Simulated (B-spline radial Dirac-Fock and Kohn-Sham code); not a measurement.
Diagram lines of Pb⁴⁵⁺

System: lead as Pb⁴⁵⁺, [Kr] 4d1.

Calculated with a radial B-spline solver, using Dirac-Fock (average of configuration) total-energy differences with a finite nucleus, the Breit interaction including its frequency dependence, and self-energy and vacuum-polarisation corrections. A line energy is the difference of two single-hole energies; the list is a selection of electric-dipole transitions between resolved j subshells. Correlation and solid-state effects are left out.

```csv
line,energy (keV),wavelength (Å)
Kβ2' (K-N3),87.774,0.14125
Kβ2'' (K-N2),87.613,0.14151
Kβ1 (K-M3),85.026,0.14582
Kβ3 (K-M2),84.521,0.14669
Kα1 (K-L3),74.967,0.16538
Kα2 (K-L2),72.800,0.17031
Lγ3 (L1-N3),15.639,0.79279
Lγ2 (L1-N2),15.478,0.80103
Lγ5 (L2-N1),14.676,0.84480
Lβ3 (L1-M3),12.890,0.96183
Lβ1 (L2-M4),12.691,0.97692
Lβ6 (L3-N1),12.509,0.99113
Lβ4 (L1-M2),12.385,1.0010
Lη (L2-M1),11.429,1.0848
Lα1 (L3-M5),10.631,1.1663
Lα2 (L3-M4),10.524,1.1781
Lℓ (L3-M1),9.2622,1.3386
Mζ1 (M5-N3),2.1764,5.6968
Mζ2 (M4-N2),2.1218,5.8433
```
